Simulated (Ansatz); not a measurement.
System: C$_{6}$H$_{12}$ (charge 0, singlet). 
Coordinates optimised at B3LYP-D3(BJ)/def2-TZVP (Ansatz, a program for electronic structure):
```xyz
18

C      2.7637     0.3147     0.6928
C      1.4889     0.7015    -0.0503
C      0.5208    -0.4765    -0.2222
C     -0.7015    -0.1081    -1.0061
C     -1.9615    -0.0623    -0.5785
C     -2.4742    -0.3864     0.7906
H      3.4345     1.1684     0.8058
H      2.5364    -0.0645     1.6922
H      3.3076    -0.4686     0.1591
H      0.9744     1.5056     0.4835
H      1.7429     1.1041    -1.0358
H      0.2543    -0.8680     0.7613
H      1.0481    -1.2855    -0.7418
H     -0.5138     0.1725    -2.0396
H     -2.7210     0.2438    -1.2926
H     -1.6829    -0.6708     1.4822
H     -3.0011     0.4719     1.2178
H     -3.1968    -1.2069     0.7501
```

Wanted: atomisation energy (electronic, to ground-state atoms), in kJ/mol. Cores are frozen in the correlated levels unless marked. Open shells are spin-unrestricted. Spin-orbit coupling is left out. Non-relativistic. The coupled-cluster limit lacks core correlation, which all-electron functionals hold. CBS(X,Y): correlation extrapolated as X^-3; Hartree-Fock from the larger set. [CCSD(T)-MP2]/basis is that difference in the basis named.

| level | program | atomisation energy (kJ/mol) | minus last row |
|---|---|---|---|
| HF/6-31G | Ansatz | 5353.4 | -1935.1 |
| B3LYP-D3(BJ)/def2-TZVPD | Ansatz + dftd3 | 7310.9 | 22.4 |
| BHLYP/def2-TZVPD | Ansatz | 7109.2 | -179.3 |
| B2GP-PLYP-D3(BJ)/def2-TZVPD | Ansatz + dftd3 | 7217.2 | -71.3 |
| MP2/6-31G | Ansatz | 6411.9 | -876.6 |
| RI-MP2/CBS(cc-pVTZ,cc-pVQZ)+[CCSD(T)-MP2]/cc-pVQZ | Ansatz | 7291.8 | 3.3 |
| CCSD(T)/CBS(cc-pVTZ,cc-pVQZ) | Ansatz | 7288.5 | 0.0 |
